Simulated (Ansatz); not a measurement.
`C[CH2][Ge][CH2]C` + H₂ → `C[CH2][GeH]` + ethane at 700 K and 1 bar (hydrogenolysis of a Ge–C bond).

Gas-phase electronic energies from Ansatz, PBE0-D4/def2-TZVP geometries. CCSD(T)/CBS adds triple-zeta CCSD(T) − MP2 to the extrapolated MP2 energy (def2 sets, frozen cores). This one scheme is used for every species. For Ge outer-core shells are correlated without core-valence functions, which leaves a few kJ/mol of doubt a bond. Scalar relativity is left out up to krypton. One conformer a species, not always the lowest.

```tsv
species	CCSD(T)/CBS energy (Eh)	H − E (kJ/mol)	S (J/(mol·K))
`C[CH2][Ge][CH2]C`	-2234.31111	432.1	520.2
H₂	-1.17544	46.8	155.3
`C[CH2][GeH]`	-2155.77935	243.1	393.2
`CC`	-79.71954	238.1	289.3
```

H − E and S are ideal-gas, rigid-rotor, harmonic terms from PBE0-D4/def2-TZVP, for one conformer and one mirror image of each species. For small species the MP2-based limit differs from directly extrapolated CCSD(T) by up to some mEh (0.8 for H₂); such offsets cancel only in part. 1 Eh = 2625.50 kJ/mol, R = 8.31446 J/(mol·K).

Question: By hand: ΔE, ΔH, ΔS and ΔG.

Answer: ΔE = (-2155.77935) + (-79.71954) − (-2234.31111) − (-1.17544) = -0.01234 Eh = -32.4 kJ/mol. Δ(H − E) = 243.1 + 238.1 − 432.1 − 46.8 = 2.3, so ΔH = -30.1 kJ/mol. ΔS = 393.2 + 289.3 − 520.2 − 155.3 = 7.0 J/(mol·K). ΔG = -30.1 − 700 × (7.0)/1000 = -35.0 kJ/mol.

Question: By hand: the equilibrium constant, and the temperature at which ΔG would vanish if ΔH and ΔS stayed fixed.

Answer: log₁₀ K = −ΔG/(RT ln 10) = 2.6. ΔH and −TΔS have one sign here, so there is no such temperature.

The number of gas molecules stays the same, so ΔS is small and ΔH decides. A doubt of 5 kJ/mol in ΔE shifts log₁₀ K by 0.4 here. Other conformers and mirror images would add mixing entropy, several J/(mol·K) or more a flexible species. Modes under 60 cm⁻¹, often nearly free rotors, make the harmonic entropy too high. These are equilibria of isolated gas molecules and say nothing of rates. Largest T1 diagnostic: 0.011 (customary marks: 0.02 for closed shells, 0.045 for open ones).

ΔS is within the doubt of such terms, so its sign, and with it that verdict, could turn.
